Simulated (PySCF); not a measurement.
C10H7N3, SMILES C1=C2N3C(=NC=C2)C=CC=C3N=C1.

Geometry: PBE-D3(BJ)/def2-SVP.

These are PBE/def2-SVP run with PySCF values and carry that method's errors.

Isolated molecule, no solvent.

| Item | Value |
|---|---|
| total energy | -548.47504 hartree |
| point group | C2v |
| highest occupied level | -4.44 eV |
| lowest empty level | -2.90 eV |
| orbital gap | 1.53 eV |
| dipole moment | 0.232 e·Å |
| quadrupole, principal values (traceless, Buckingham form, about the centre of nuclear charge) | -9.84, -6.52, 16.36 D·Å |
| mean static polarisability | 135.1 bohr³ (20.02 Å³) |
| polarisability, principal values | 51.6, 171.3, 182.4 bohr³ |
